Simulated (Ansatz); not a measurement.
System: GeH, charge 1, multiplicity 1. 
Structure (B3LYP-D3(BJ)/def2-TZVP (Ansatz, a program for electronic structure) minimum search):
```
Ge
H 1 1.5926
```
Charge +1, spin multiplicity 1.

Basis-set convergence of Hartree-Fock and CCSD(T) correlation energies (hartree) with Ansatz. Cores are frozen in the correlated levels unless marked. Spin-orbit coupling is left out. The frozen core is the preceding noble-gas configuration, with the filled d and f shells of earlier blocks. Non-relativistic.

```csv
basis,functions,E(HF),"E(corr, CCSD(T))"
cc-pVDZ,32,-2075.59510,-0.07642
cc-pVTZ,57,-2075.66606,-0.08637
cc-pVQZ,98,-2075.66901,-0.08918
cc-pV5Z,159,-2075.66943,-0.09009
```

Extrapolating the two largest sets (X = 4 and 5) as X^-3: E(corr) = (125·(-0.09009) - 64·(-0.08918))/61 = -0.0910 Eh, an estimate of the basis-set limit. The largest set recovers 99.0 % of it, the smallest 83.9 %.
